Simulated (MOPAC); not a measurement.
MOPAC input (PM6):

```
PM6 FORCE THERMO(298,298) PRECISE LET GEO-OK AUX(PRECISION=9) THREADS=1
C4H13NSi

C    -1.63384866 1   -0.45362123 1    1.20473831 1
C    -0.82349543 1   -0.06209394 1   -0.05000276 1
C    -1.64258222 1    0.92126561 1   -0.91396717 1
C    -0.49319022 1   -1.32267670 1   -0.86932716 1
N     0.43090108 1    0.62093096 1    0.38798928 1
Si    2.08938915 1    0.19619960 1    0.11317328 1
H    -1.92328248 1    0.41992956 1    1.79641956 1
H    -1.05360124 1   -1.11292161 1    1.86106316 1
H    -2.55211672 1   -0.98349598 1    0.93441252 1
H    -1.06906825 1    1.25364647 1   -1.78729107 1
H    -1.93153924 1    1.81671576 1   -0.35570488 1
H    -2.56168535 1    0.45531216 1   -1.28168821 1
H     0.07664784 1   -1.08853441 1   -1.77823904 1
H     0.07968984 1   -2.05675399 1   -0.28744060 1
H    -1.41069517 1   -1.82585775 1   -1.19418401 1
H     0.21507916 1    1.46383457 1    0.93123611 1
H     2.45482828 1    0.17475221 1   -1.31080886 1
H     2.45400323 1   -1.11232956 1    0.67577824 1
H     2.87673535 1    1.24202599 1    0.79075948 1
```

From the output:

```
     H   19   2.655757

          HEAT OF FORMATION =     -35.524003 KCALS/MOLE

          ZERO POINT ENERGY      93.779 KCAL/MOL

           NORMAL COORDINATE ANALYSIS (Total motion = 1 Angstrom)

   Root No.       1         2         3         4         5         6         7         8

                 1 A"      2 A"      3 A"      1 A'      2 A'      4 A"      3 A'      5 A"

                  48.9     130.4     153.5     170.2     191.6     235.0     310.7     331.8

           1    0.0118   -0.0013    0.0000   -0.0002   -0.0016    0.0018   -0.0040   -0.0007
           2   -0.0359    0.0033    0.0004    0.0013    0.0013    0.0052    0.0558    0.0018
           3    0.0160   -0.0115    0.0065    0.0009    0.0081   -0.0008   -0.0123    0.0454
           4    0.0119   -0.0012   -0.0001    0.0003   -0.0011    0.0021   -0.0025   -0.0011
           5    0.0083   -0.0009   -0.0001   -0.0004    0.0015    0.0014    0.0036   -0.0007
           6   -0.0000   -0.0000    0.0000   -0.0119   -0.0131   -0.0000    0.0023    0.0000
           7   -0.0297    0.0027    0.0004   -0.0011   -0.0006    0.0055   -0.0510    0.0013
           8    0.0234   -0.0023   -0.0002    0.0006    0.0020   -0.0001    0.0229   -0.0014
           9   -0.0159    0.0115   -0.0065    0.0010    0.0081    0.0008   -0.0123   -0.0454
          10    0.0216    0.0034   -0.0055   -0.0109   -0.0177    0.0030    0.0128    0.0376
          11    0.0151    0.0023   -0.0038    0.0156    0.0253    0.0021   -0.0184    0.0263
          12   -0.0001   -0.0000    0.0000   -0.0249   -0.0328   -0.0000    0.0236   -0.0001
          13    0.0446   -0.0087    0.0056    0.0063    0.0093   -0.0047    0.0118   -0.0301
          14    0.0311   -0.0060    0.0039   -0.0091   -0.0135   -0.0033   -0.0169   -0.0210
          15   -0.0001    0.0000   -0.0000   -0.0189   -0.0245    0.0000   -0.0137    0.0001
          16   -0.0272    0.0019   -0.0002    0.0032    0.0060   -0.0031    0.0166   -0.0036
          17   -0.0190    0.0014   -0.0001   -0.0046   -0.0086   -0.0021   -0.0237   -0.0026
          18    0.0000    0.0000   -0.0000    0.0231    0.0226   -0.0000    0.0051   -0.0000
          19    0.0057   -0.0068    0.0025    0.0073    0.0099    0.0036    0.0108    0.0330
          20   -0.0437   -0.0295   -0.1004   -0.0882    0.0759    0.0324    0.0784   -0.0002
          21    0.0183    0.0071    0.0731    0.0625   -0.0348   -0.0176   -0.0195    0.0644
          22    0.0411   -0.0044    0.0002   -0.0003   -0.0004    0.0004   -0.0499   -0.0010
          23   -0.0468    0.0025   -0.0053   -0.0036    0.0053    0.0072    0.0753    0.0022
          24    0.0267   -0.0553   -0.1105   -0.1026    0.1021    0.0296   -0.0144    0.0557
          25   -0.0115    0.0073   -0.0028   -0.0076   -0.0144    0.0012    0.0285   -0.0354
          26   -0.0524    0.0413    0.1084    0.0978   -0.0787   -0.0215    0.0720    0.0070
          27    0.0180    0.0039    0.0627    0.0533   -0.0270   -0.0140   -0.0191    0.0643
          28   -0.0298    0.0011   -0.0044    0.0031   -0.0044    0.0068   -0.0535    0.0015
          29    0.0547   -0.0049    0.0023   -0.0012    0.0025   -0.0021    0.0728   -0.0018
          30   -0.0266    0.0553    0.1105   -0.1025    0.1022   -0.0296   -0.0146   -0.0557
          31   -0.0391   -0.0300   -0.0936    0.0805   -0.0748    0.0317   -0.0774    0.0110
          32    0.0204    0.0037    0.0368   -0.0371    0.0168   -0.0078    0.0168    0.0309
          33   -0.0181   -0.0070   -0.0729    0.0623   -0.0345    0.0175   -0.0193   -0.0644
          34   -0.0532    0.0413    0.1006   -0.0890    0.0788   -0.0197   -0.0776   -0.0059
          35    0.0073   -0.0074   -0.0402    0.0410   -0.0137    0.0086   -0.0021   -0.0358
          36   -0.0177   -0.0041   -0.0629    0.0536   -0.0272    0.0141   -0.0190   -0.0641
          37    0.0218    0.0031   -0.0059   -0.0115   -0.0184    0.0011    0.0142    0.0405
          38    0.0338    0.0355    0.0167    0.0136    0.0238    0.1941   -0.0179    0.0480
          39   -0.0016   -0.0159   -0.0155   -0.0323   -0.0433   -0.1102    0.0433    0.0324
          40    0.0392    0.0345    0.0137   -0.0089   -0.0161    0.1830    0.0120    0.0588
          41    0.0089   -0.0093   -0.0112    0.0154    0.0254   -0.0656   -0.0195    0.0214
          42    0.0014    0.0158    0.0155   -0.0323   -0.0433    0.1097    0.0434   -0.0327
          43    0.0110   -0.0258   -0.0303   -0.0191   -0.0286   -0.1872    0.0296    0.0574
          44    0.0077   -0.0181   -0.0211    0.0274    0.0410   -0.1307   -0.0425    0.0401
          45   -0.0000    0.0001    0.0001   -0.0154   -0.0201    0.0005    0.0052   -0.0002
          46    0.1060   -0.0206    0.0180    0.0058    0.0097   -0.0088    0.0199   -0.1012
          47    0.0740   -0.0143    0.0126   -0.0084   -0.0141   -0.0062   -0.0284   -0.0707
          48   -0.0003    0.0001   -0.0001   -0.0173   -0.0212    0.0000   -0.0029    0.0003
          49   -0.0313   -0.0633    0.0171    0.0111    0.0149    0.0062    0.0241   -0.0136
          50   -0.0992   -0.0545    0.0124   -0.0164   -0.0220    0.0155   -0.0348    0.0277
          51   -0.0288   -0.1649    0.0432    0.0389    0.0405    0.0264    0.0197   -0.0162
          52   -0.1038   -0.0723    0.0173    0.0117    0.0156    0.0166    0.0245    0.0214
          53    0.0049   -0.0402    0.0116   -0.0160   -0.0215    0.0004   -0.0346   -0.0223
          54    0.0291    0.1654   -0.0433    0.0388    0.0405   -0.0265    0.0198    0.0160
          55   -0.0053    0.1602   -0.0417   -0.0193   -0.0196   -0.0320    0.0005    0.0104
          56   -0.0038    0.1118   -0.0291    0.0277    0.0282   -0.0223   -0.0006    0.0072
          57   -0.0000   -0.0004    0.0001    0.0294    0.0299    0.0001    0.0098   -0.0001

   Root No.       9        10        11        12        13        14        15        16

                 4 A'      6 A"      5 A'      7 A"      8 A"      6 A'      7 A'      9 A"

                 413.2     437.2     469.1     545.0     623.7     641.6     792.2     900.3

           1   -0.0043   -0.0359   -0.0286    0.0215   -0.0126    0.0190   -0.0196    0.0025
           2   -0.0060    0.0173   -0.0180   -0.0050    0.0019   -0.0005    0.0024   -0.0022
           3   -0.0345   -0.0013   -0.0035    0.0013   -0.0014    0.0003   -0.0050    0.0020
           4   -0.0031   -0.0363   -0.0261    0.0163   -0.0079    0.0119   -0.0052   -0.0007
           5    0.0046   -0.0253    0.0373    0.0114   -0.0055   -0.0169    0.0073   -0.0005
           6    0.0364    0.0001    0.0007   -0.0000    0.0000    0.0275   -0.0228    0.0000
           7    0.0070    0.0039    0.0267    0.0027   -0.0025   -0.0060    0.0044   -0.0012
           8    0.0019   -0.0397    0.0206    0.0219   -0.0125   -0.0181    0.0192    0.0031
           9   -0.0347    0.0014   -0.0036   -0.0013    0.0014    0.0004   -0.0050   -0.0020
          10   -0.0268    0.0254   -0.0010   -0.0043    0.0013   -0.0043    0.0093   -0.0026
          11    0.0383    0.0177    0.0017   -0.0030    0.0009    0.0061   -0.0133   -0.0018
          12    0.0068   -0.0001    0.0367    0.0000   -0.0000    0.0083   -0.0318    0.0000
          13    0.0025    0.0053    0.0034   -0.0426    0.0493    0.0041   -0.0309    0.0057
          14   -0.0033    0.0037   -0.0050   -0.0297    0.0344   -0.0058    0.0445    0.0040
          15    0.0338   -0.0000   -0.0333    0.0001   -0.0001    0.0062    0.0566   -0.0000
          16    0.0118    0.0049    0.0061   -0.0062   -0.0199   -0.0078    0.0184   -0.0171
          17   -0.0168    0.0034   -0.0087   -0.0044   -0.0139    0.0111   -0.0263   -0.0119
          18    0.0076    0.0000   -0.0034   -0.0000    0.0001   -0.0235   -0.0068    0.0000
          19   -0.0610   -0.0128   -0.0601    0.0190   -0.0116    0.0055    0.0195   -0.0002
          20   -0.0089    0.0343   -0.0433   -0.0213    0.0164    0.0110   -0.0069    0.0058
          21   -0.0625   -0.0002   -0.0039    0.0108   -0.0106   -0.0136    0.0225   -0.0046
          22    0.0035   -0.0725    0.0235    0.0474   -0.0344   -0.0050   -0.0027   -0.0080
          23   -0.0103    0.0329   -0.0404   -0.0166    0.0125    0.0090   -0.0026    0.0026
          24   -0.0614    0.0048   -0.0072    0.0134   -0.0113   -0.0123    0.0251   -0.0053
          25    0.0465   -0.0185   -0.0475   -0.0000    0.0065    0.0564   -0.0777    0.0145
          26   -0.0118    0.0311   -0.0404   -0.0185    0.0124    0.0091   -0.0012    0.0029
          27   -0.0614   -0.0022   -0.0058    0.0058   -0.0064   -0.0129    0.0232   -0.0022
          28    0.0083    0.0059    0.0297    0.0008   -0.0001   -0.0067    0.0034   -0.0003
          29   -0.0071   -0.0794   -0.0359    0.0502   -0.0366    0.0077    0.0018   -0.0084
          30   -0.0616   -0.0046   -0.0072   -0.0135    0.0114   -0.0124    0.0253    0.0053
          31    0.0294    0.0277    0.0612   -0.0135    0.0114   -0.0121   -0.0004    0.0054
          32    0.0541   -0.0239    0.0415    0.0251   -0.0166   -0.0014   -0.0206   -0.0022
          33   -0.0628    0.0001   -0.0042   -0.0108    0.0106   -0.0136    0.0227    0.0045
          34   -0.0051    0.0228    0.0541   -0.0174    0.0139   -0.0280    0.0279    0.0078
          35   -0.0480   -0.0281    0.0307    0.0064    0.0018   -0.0498    0.0726    0.0126
          36   -0.0614    0.0022   -0.0061   -0.0057    0.0063   -0.0127    0.0230    0.0021
          37   -0.0291    0.0299    0.0017   -0.0070    0.0040   -0.0063    0.0076   -0.0008
          38    0.0391    0.0644   -0.0009   -0.0281    0.0155    0.0126   -0.0096    0.0099
          39   -0.0212    0.0455    0.0727   -0.0191    0.0166   -0.0251   -0.0323    0.0093
          40   -0.0270    0.0706    0.0006   -0.0287    0.0158   -0.0099    0.0064    0.0090
          41    0.0407    0.0057   -0.0017    0.0032   -0.0016    0.0102   -0.0105   -0.0042
          42   -0.0211   -0.0458    0.0727    0.0192   -0.0167   -0.0250   -0.0323   -0.0093
          43   -0.0502    0.0475    0.0291   -0.0131    0.0142   -0.0295    0.0101   -0.0003
          44    0.0719    0.0331   -0.0417   -0.0091    0.0099    0.0423   -0.0144   -0.0002
          45    0.0322   -0.0001    0.0042    0.0000   -0.0000    0.0346   -0.0331    0.0000
          46    0.0055    0.1909    0.0207    0.2185   -0.0611    0.0159   -0.0522   -0.0320
          47   -0.0075    0.1333   -0.0297    0.1525   -0.0426   -0.0226    0.0748   -0.0223
          48    0.0354   -0.0006   -0.0093   -0.0006    0.0002    0.0233    0.0174    0.0001
          49    0.0011    0.0128    0.0279   -0.0263   -0.0739    0.0483    0.0537    0.0723
          50   -0.0019   -0.0201   -0.0414    0.1281    0.2649   -0.0716   -0.1082    0.0045
          51   -0.0139    0.0129    0.0392   -0.0159   -0.0618    0.0898    0.0504    0.2029
          52    0.0012   -0.0145    0.0296    0.1113    0.2233    0.0508    0.0834    0.0284
          53   -0.0018    0.0190   -0.0403   -0.0688   -0.1606   -0.0698   -0.0876    0.0658
          54   -0.0138   -0.0128    0.0392    0.0156    0.0614    0.0898    0.0502   -0.2032
          55    0.0390    0.0114   -0.0431    0.0429    0.0197   -0.1647   -0.0294    0.3267
          56   -0.0559    0.0080    0.0618    0.0299    0.0138    0.2361    0.0421    0.2280
          57    0.0000   -0.0000    0.0111   -0.0001   -0.0001    0.0241    0.0094   -0.0009

   Root No.      17        18        19        20        21        22        23        24

                 8 A'      9 A'     10 A"     10 A'     11 A"     11 A'     12 A"     12 A'

                 914.2     923.2     952.1     953.3     953.3     969.5     996.8     999.8

           1    0.0491   -0.0049    0.0298   -0.0144   -0.0053    0.0043   -0.0133   -0.0065
           2    0.0076   -0.0017   -0.0250   -0.0128   -0.0185    0.0076   -0.0020   -0.0236
           3   -0.0124    0.0001    0.0098   -0.0186   -0.0146   -0.0080    0.0283    0.0012
           4   -0.0092    0.0014   -0.0202    0.0119    0.0038   -0.0042    0.0108    0.0053
           5    0.0132   -0.0020   -0.0141   -0.0172    0.0025    0.0060    0.0076   -0.0076
           6   -0.0218    0.0038    0.0001   -0.0099   -0.0001   -0.0041   -0.0000   -0.0075
           7   -0.0239    0.0033   -0.0132    0.0171   -0.0189   -0.0086   -0.0065    0.0244
           8   -0.0436    0.0040    0.0366    0.0090    0.0015   -0.0014   -0.0119   -0.0020
```
